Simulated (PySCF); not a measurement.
## Electron correlation in Ta⁺ (tantalum, charge +1)

[Xe] 4f14 5d2 6s1 6p1, one real determinant (an excited configuration). All numbers are calculated (PySCF 2.14, scalar relativity through the core potential, in aug-cc-pVTZ-PP with one added diffuse shell each of s, p, d, f, g type with ECP60MDF (7s7p6d4f3g, 113 functions)). Frozen: 5s2 5p6; 4 electrons correlated.

MP2 pair energies summed by pair of shells (mhartree):

```csv
pair,energy,share (%)
5d-6s,-7.12,40.1
5d-6p,-5.38,30.3
5d-5d,-3.37,19.0
6s-6p,-1.89,10.6
```

Total MP2 correlation energy: -17.76 mhartree.

Same-spin part -17.76 and opposite-spin part 0.00 mhartree; SCS-MP2 scales them by 1/3 and 6/5 to -5.92 mhartree.

The reference is one real determinant that mixes LS terms of this configuration.
